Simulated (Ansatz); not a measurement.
Abridged output of a molecular run in Ansatz:

```
Functional definition: HF
2072 factors; integrals over basis functions are off by at most 1.0e-3 eV
mean field evaluation 1: about -17699.7652 eV, gradient 5.0e1 eV
mean field evaluation 2: about -17700.1462 eV, gradient 5.1e1 eV
mean field evaluation 4: about -17705.2343 eV, gradient 5.0e0 eV
mean field evaluation 8: about -17705.3233 eV, gradient 3.7e-1 eV
mean field -17705.32399317 eV, -650.6586556493 hartree, gradient 7.4e-6 eV, S^2 0.000000; 0 other end points of the search recorded, 0 dependent functions left out
9 core orbitals not correlated: weight in the atoms' cores, before any rotation towards them, 1.000 or more for the frozen orbitals, at most 0.000 for the correlated occupied ones
reference -17705.32399317 eV, -650.6586556493 hartree; 27, 27 occupied and 285, 285 virtual orbitals, 2072 factors
second order -50.79241299 eV of doubles, -0.00000000 eV of singles
cycle   1  -50.13957002 eV  change    6.5e-1 eV  update   1.4e-1
cycle   2  -51.18649902 eV  change    -1.0e0 eV  update   4.4e-2
cycle   3  -51.43869097 eV  change   -2.5e-1 eV  update   2.1e-2
cycle   4  -51.41404733 eV  change    2.5e-2 eV  update   4.9e-3
cycle   5  -51.40712854 eV  change    6.9e-3 eV  update   2.3e-3
cycle   6  -51.41012476 eV  change   -3.0e-3 eV  update   7.3e-4
cycle   7  -51.41024357 eV  change   -1.2e-4 eV  update   2.6e-4
cycle   8  -51.40994083 eV  change    3.0e-4 eV  update   9.7e-5
cycle   9  -51.40991635 eV  change    2.4e-5 eV  update   3.5e-5
perturbative correction -1.81368629 eV, -0.0666517419 hartree
Total energy: -17758.54759582 eV, -652.6145869703 hartree
```

Its atoms:

```xyz
12

F     1.555   -0.665    1.576
C     0.581   -0.276    0.746
C     0.872    0.001   -0.512
C    -0.067    0.424   -1.585
F     0.075   -0.421   -2.641
F     0.290    1.662   -2.022
C    -0.711   -0.238    1.510
F    -1.688    0.395    0.829
F    -1.127   -1.502    1.755
H     1.908   -0.095   -0.822
H    -1.118    0.449   -1.306
H    -0.570    0.266    2.472
```

Which basis set was used?
A. cc-pV(D+d)Z
B. cc-pV(Q+d)Z
C. def2-QZVPP
D. def2-TZVPP

D. It gives 321 functions.

Write the keys of the input that set method, charge and spin (a neutral closed shell needs none for the last two).


```yaml
correlation: {method: ccsd_t}
```
